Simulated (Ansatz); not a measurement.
Geometry optimisation, RKS BLYP-D4/def2-SVP in Ansatz.

The input (input.yaml):

```yaml
crystal:
  periodic: [false, false, false]
  atoms:
    - { symbol: Hf, position_ang: [-0.3201, 0.0923, -0.6793] }
    - { symbol: Cl, position_ang: [1.8669, -1.1635, 1.0073] }
    - { symbol: F, position_ang: [0.1846, -0.6758, -2.2789] }
    - { symbol: F, position_ang: [-2.0551, -0.5086, -0.5018] }
    - { symbol: F, position_ang: [-0.2014, 1.8936, -1.0609] }
    - { symbol: H, position_ang: [0.6543, -0.114, 1.7379] }
    - { symbol: H, position_ang: [-0.1292, 0.4761, 1.7756] }
basis:
  gaussian: { orbitals: def2-SVP }
hamiltonian:
  xc: blyp
  dispersion: d4
relax:
  f_tol: 0.15
  max_steps: 25
  restrain:
    - { distance: [0, 6], at: 3.36, k: 30.0 }
    - { distance: [5, 1], at: 2.63, k: 30.0 }
    - { distance: [0, 1], at: 2.77, k: 30.0 }
    - { distance: [5, 6], at: 0.62, k: 30.0 }
```

Command:

```bash
$ ansatz run input.yaml --threads 2 --pin off --max-ram 3072MiB --backend cpu --events-out ev --progress --plain --runs-dir out
```

Task: Where does it end, and by what steps?

Result: It converged. The restraints hold the end off the free minimum. After 7 steps the energy has fallen by 1.532 eV (the restraints' own energy left out); H6 moved furthest, 0.62 Å. Parted: Hf1–H7. Joined: H6–H7.

```tsv
step	energy less start (eV)	largest force component (eV/Å)	accepted
0	0.0000	3.487	yes
1	-0.2715	5.486	yes
2	-0.4865	5.507	yes
3	-1.0624	3.134	yes
4	-1.4629	2.340	yes
5	-1.5232	1.931	yes
6	-1.5652	1.773	no
7	-1.5319	1.862	yes
```

```xyz
7
Properties=species:S:1:pos:R:3
Hf -0.106 -0.128 -0.932
Cl 1.826 -1.254 0.558
F 0.072 -0.677 -2.750
F -1.856 -0.647 -0.371
F -0.014 1.779 -0.921
H 0.292 0.246 2.090
H -0.214 0.680 2.325
```

Time of the run: 19 s on 2 threads of Arm Neoverse V2, on a shared host, peak memory 0.19 GiB.
